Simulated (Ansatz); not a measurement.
`CN[SiH2][SeH]` + `O[SiH2]PO` → `OP[SiH2][SeH]` + `CN[SiH2]O`  (redistribution)

Computed with Ansatz on PBE0-D4/def2-TZVP structures; ΔE is electronic, products minus reactants. CBS: MP2 limit from def2 TZ/QZ plus the TZ coupled-cluster correction, frozen cores. Functionals use def2-TZVPP. B3LYP here is the variant with VWN-RPA as its local correlation; programs differ in this. HSE06 is defined as in plane-wave codes. For Se outer-core shells are correlated without core-valence functions, which leaves a few kJ/mol of doubt a bond. Scalar relativity is left out up to krypton. Each species was taken in one conformer, which may not be the lowest.

```csv
level,ΔE (kcal/mol),difference from CCSD(T)/CBS
LDA (SPW92),-2.1,0.1
PBE-D4,-2.2,0.0
revPBE-D4,-2.0,0.2
BLYP-D4,-2.0,0.2
r2SCAN-D4,-2.0,0.2
PBE0-D4,-2.4,-0.2
B3LYP-D4,-2.1,0.1
r2SCANh-D4,-2.1,0.1
HSE06-D4,-2.4,-0.2
BHLYP-D4,-2.3,-0.1
ωB97X-V,-1.9,0.3
B2PLYP,-2.3,-0.1
PBE-QIDH,-2.4,-0.2
PBE,-2.4,-0.2
revPBE,-2.5,-0.3
BLYP,-2.3,-0.1
r2SCAN,-2.0,0.2
PBE0,-2.5,-0.3
B3LYP,-2.3,-0.1
r2SCANh,-2.1,0.1
r2SCAN0,-2.3,-0.1
HSE06,-2.5,-0.3
BHLYP,-2.3,-0.1
LC-ωPBE,-2.2,0.0
RPA@PBE/def2-TZVPP,-2.1,0.1
HF/def2-SVP,-1.4,0.8
MP2/def2-SVP,-1.3,0.9
CCSD/def2-SVP,-1.3,0.9
CCSD(T)/def2-SVP,-1.3,0.9
HF/def2-TZVPP,-2.4,-0.2
MP2/def2-TZVPP,-2.2,0.0
SCS-MP2/def2-TZVPP,-2.1,0.1
CCSD/def2-TZVPP,-2.2,0.0
CCSD(T)/def2-TZVPP,-2.2,0.0
HF/def2-QZVPP,-2.4,-0.2
MP2/def2-QZVPP,-2.2,0.0
SCS-MP2/def2-QZVPP,-2.1,0.1
HF/CBS(def2),-2.4,-0.2
MP2/CBS(def2),-2.2,0.0
CCSD/CBS(def2),-2.2,0.0
CCSD(T)/CBS,-2.2,0
```

Largest T1 diagnostic among the species: 0.013.

At CCSD(T), def2-SVP lies +0.9 kcal/mol from the extrapolated value and def2-TZVPP −0.0 kcal/mol. Leaving LDA and LC-ωPBE aside and taking each functional with its dispersion term where it has one, the values spread over 0.5 kcal/mol, from PBE-QIDH to ωB97X-V.

CCSD(T)/CBS has its own doubt, a few kJ/mol and more with outer-core shells, so smaller differences from it don't rank the levels.
